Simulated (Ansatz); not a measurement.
A structure relaxed at PBE0-D4/def2-TZVP, charge 0, multiplicity 1:

Cartesian coordinates in Å:
```
Si 0.605 -0.092 -0.217
Te -1.183 0.276 1.482
H 0.686 1.040 -1.173
H 1.863 -0.182 0.565
H 0.386 -1.354 -0.968
H -2.356 0.313 0.311
```

Problem. Give its formula and SMILES.

Solution. H4SiTe, `[SiH3][TeH]`.

Problem. Point group (tolerance 0.08 Å, 0.16 Å for H)?

Solution. Cs.

Problem. Summarise the bond lengths by kind.

Solution. 1 × Si–Te 2.494 Å; 3 × H–Si 1.484 Å; 1 × H–Te 1.658 Å.

Program: Ansatz 0.2.0.
